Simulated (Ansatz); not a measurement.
Ansatz (an electronic-structure program) input:

Ansatz 0.2 input:
```yaml
crystal:
  periodic: [false, false, false]
  atoms:
    - {symbol: Sn, position_ang: [-0.00000000, -0.00000000, -0.03464737]}
    - {symbol: H, position_ang: [0.00000000, 0.00000000, 1.73236848]}
basis:
  gaussian:
    orbitals: def2-TZVP
hamiltonian:
  xc: b3lyp
  dispersion: d3bj
total_charge: 1
phonons: {temperatures: {t_min: 298.15, t_max: 298.15, t_step: 100}}
```

### Question
What final total energy does it print?

### Answer
-214.66644 Eh (B3LYP-D3(BJ)/def2-TZVP). The basis has 56 functions.
